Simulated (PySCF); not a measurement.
Start geometry of `[SiH2](COC=C)O` from a GFN2-xTB structure with every atom displaced at random (by about 0.01 Å) (Å):
```
atom  x, y, z in Å
C1    -2.5280   -0.0641    0.5675
C2    -1.5788    0.7009    1.0580
O3    -0.2578    0.5592    0.8937
C4     0.2612   -0.5391    0.1272
Si5    2.1312   -0.4461    0.2361
O6     2.6196    1.0344   -0.2326
H7    -2.3681   -0.8979   -0.0619
H8    -3.5559    0.2095    0.7753
H9    -1.7744    1.5713    1.7061
H10   -0.1442   -0.4560   -0.8875
H11   -0.1757   -1.4790    0.5489
H12    2.5079   -0.6904    1.6463
H13    2.7336   -1.3309   -0.7186
H14    2.1221    1.8132    0.0361
```

**Question.** What comes out of this run: PBE0-D3(BJ)/def2-SVP geometry optimisation, gas phase (PySCF 2.14.0)?

**Answer.** 
```
atom  x, y, z in Å
C1    -2.7708   -0.1553    0.4007
C2    -1.7887    0.5794    0.9315
O3    -0.4621    0.4336    0.7562
C4    -0.0150   -0.6155   -0.0841
Si5    1.8730   -0.4941   -0.0926
O6     2.3079    1.0475   -0.5441
H7    -2.5914   -0.9983   -0.2679
H8    -3.8043    0.0932    0.6434
H9    -1.9917    1.4213    1.6006
H10   -0.4251   -0.4929   -1.1052
H11   -0.3668   -1.5968    0.2896
H12    2.3726   -0.8440    1.2722
H13    2.4411   -1.4288   -1.1017
H14    1.8161    1.7407   -0.0907
```

The energy falls by 0.172 eV over 7 energy and gradient evaluations, the largest force component goes from 0.0274 to 1.8e-04 Eh/bohr, and the atoms move by 0.056 Å rms after alignment. The bond that changes most is Si5–H13 (oxygen-bound silicon to Si–H hydrogen), which lengthens by 0.054 Å. Bonds longer at the end by more than 0.005 Å: 9 of 13; shorter: 3. Among the angles that change most is Si5–O6–H14, from 120.0° to 113.9°. Rotational constants go from 8344, 1314, 1207 to 8005, 1322, 1214 MHz. The orientation of the end geometry is arbitrary; only internal coordinates are fixed.

The run used 128 basis functions and 48 SCF cycles in all. The run took 56 s wall on an Arm Neoverse V1 with one thread, no GPU (shared host), and the process peaked at 0.49 GiB of memory.

Stationary, but not proved a minimum. One conformer, not necessarily the lowest.
